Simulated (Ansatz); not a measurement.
`C[SiH](F)C=N` → `[CH2]` (triplet) + `N=C[SiH2]F`  (formal loss of a carbene)

Program: Ansatz. Geometries: PBE0-D4/def2-TZVP. ΔE: electronic, gas phase. CCSD(T)/CBS adds triple-zeta CCSD(T) − MP2 to the extrapolated MP2 energy (def2 sets, frozen cores). This one scheme is used for every species. DFT in def2-TZVPP. B3LYP here is the variant with VWN-RPA as its local correlation; programs differ in this. Triplets are unrestricted, without spin–orbit coupling. One conformer a species, not always the lowest.

CCSD(T)/CBS gives +116.8 kcal/mol.

Problem. Another level gave +112.5 kcal/mol. Which?
A. B3LYP/def2-TZVPP
B. MP2/def2-TZVPP
C. HF/def2-TZVPP
D. B2PLYP/def2-TZVPP

Solution. A. B3LYP 112.5, B2PLYP 114.4, MP2/def2-TZVPP 117.2, HF/def2-TZVPP 80.6 kcal/mol.

Largest T1 diagnostic among the species: 0.012.

From PBE to PBE0 (25 % exact exchange), in def2-TZVPP and without D4, ΔE moves by −1.7 kcal/mol. The D4 term adds +2.4 kcal/mol with B3LYP and +1.3 kcal/mol with PBE0; it sums over pairs of atoms, weighted by their polarisabilities, and B3LYP, whose exchange is more repulsive, gets the larger term. In def2-TZVPP, CCSD(T) changes the Hartree–Fock value by +33.2 kcal/mol (the triples alone add +2.7 kcal/mol) and MP2 by +36.6 kcal/mol.
